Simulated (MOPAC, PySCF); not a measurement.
C4H6OSi, SMILES `[SiH3]c1ccoc1`, neutral singlet in the gas phase. 

Cartesian coordinates (Å):
SMILES: [SiH3]c1ccoc1
```xyz
12

Si     1.9646     0.0916    -0.1229
C      0.1253    -0.0553     0.0067
C     -0.8912     0.9453    -0.1802
C     -2.0787     0.3357     0.0267
O     -1.8930    -0.9706     0.3294
C     -0.5623    -1.1878     0.3127
H      2.4907     1.0839     0.8517
H      2.5680    -1.2366     0.1605
H      2.3700     0.5311    -1.4843
H     -0.7448     1.9831    -0.4358
H     -3.1012     0.6739    -0.0014
H     -0.2474    -2.1943     0.5369
```
Charge 0, spin multiplicity 1.

All levels are single points at this geometry (PBE0-D3(BJ)/def2-TZVP); Pople sets use spherical d functions. Orbital energies aren't observables, and empty levels follow the basis.

PBE/6-31G* in PySCF gives HOMO (eV) = -5.55.

Problem. Estimate the HOMO (eV) from each of these levels: PBE-D3(BJ)/def2-TZVP in PySCF; TPSSh-D3(BJ)/def2-TZVP in PySCF; B3LYP/6-311+G** in PySCF; B3LYP/6-31G* in PySCF; B3LYP/LANL2DZ in PySCF; BP86/6-31G* in PySCF; M06-2X/6-31G* in PySCF; SVWN5/6-31G* in PySCF; HF/3-21G in PySCF; AM1 in MOPAC; PM3 in MOPAC; PM7 in MOPAC.

Solution. 
```
level                            HOMO (eV)
-------------------------------  ---------
PBE-D3(BJ)/def2-TZVP in PySCF        -5.87
TPSSh-D3(BJ)/def2-TZVP in PySCF      -6.25
B3LYP/6-311+G** in PySCF             -6.71
B3LYP/6-31G* in PySCF                -6.36
B3LYP/LANL2DZ in PySCF               -6.72
BP86/6-31G* in PySCF                 -5.64
M06-2X/6-31G* in PySCF               -7.76
SVWN5/6-31G* in PySCF                -5.71
HF/3-21G in PySCF                    -9.04
AM1 in MOPAC                         -9.44
PM3 in MOPAC                         -9.21
PM7 in MOPAC                         -9.57
```
